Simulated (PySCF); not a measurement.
Al(H) cation (AlH), SMILES [AlH] (connectivity only; charge and spin as stated), charge +1, multiplicity 2.

Geometry optimised at PBE-D3(BJ)/def2-TZVPD. The spin state was assumed, not searched.

These are PySCF with PBE-D3(BJ)/def2-TZVPD values and carry that method's errors.

Frequencies are harmonic and unscaled.

```csv
mode,ν (cm⁻¹),IR (km/mol),moving atoms (share of kinetic energy)
1,1581,18.3,H 96 %
```
